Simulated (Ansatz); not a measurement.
Consider the cleavage of the B–Sn bond: `F[BH][SnH2][SiH3]` + H₂Se → `FB[SeH]` + `[SiH3][SnH3]`.

Isolated molecules relaxed with PBE0-D4/def2-TZVP in Ansatz; ΔE leaves out vibrations. CBS: MP2 limit from def2 TZ/QZ plus the TZ coupled-cluster correction, frozen cores. DFT in def2-TZVPP. def2 core potentials past Kr. For Se, Sn outer-core shells are correlated without core-valence functions, which leaves a few kJ/mol of doubt a bond. Scalar relativity is left out up to krypton. One conformer a species, not always the lowest.

Task: Is it downhill or uphill in electronic energy at CCSD(T)/CBS, and by how much? (An estimate is asked.)

Result: The calculation gave: Downhill: ΔE = -20.5 kcal/mol.

Task: What do these levels give: PBE-D4, PBE, revPBE, r2SCAN, PBE0, r2SCANh, BHLYP, RPA@PBE/def2-TZVPP, CCSD(T)/def2-SVP, MP2/def2-TZVPP, HF/def2-QZVPP, MP2/def2-QZVPP? (Estimate.)

Result: The calculation gave: PBE-D4 -20.9, PBE -21.0, revPBE -20.6, r2SCAN -22.2, PBE0 -21.3, r2SCANh -22.2, BHLYP -21.5, RPA@PBE/def2-TZVPP -20.5, CCSD(T)/def2-SVP -22.0, MP2/def2-TZVPP -21.9, HF/def2-QZVPP -21.4, MP2/def2-QZVPP -21.5 kcal/mol.

Largest T1 diagnostic among the species: 0.014.

From BLYP to BHLYP (50 % exact exchange), in def2-TZVPP and without D4, ΔE moves by −1.0 kcal/mol. At CCSD(T), def2-SVP lies −1.5 kcal/mol from the extrapolated value and def2-TZVPP −0.6 kcal/mol. Leaving LDA and LC-ωPBE aside and taking each functional with its dispersion term where it has one, the values, not all of them listed here, spread over 3.4 kcal/mol, from B97M-V to BLYP-D4. LDA lies −1.1 kcal/mol from PBE without D4.
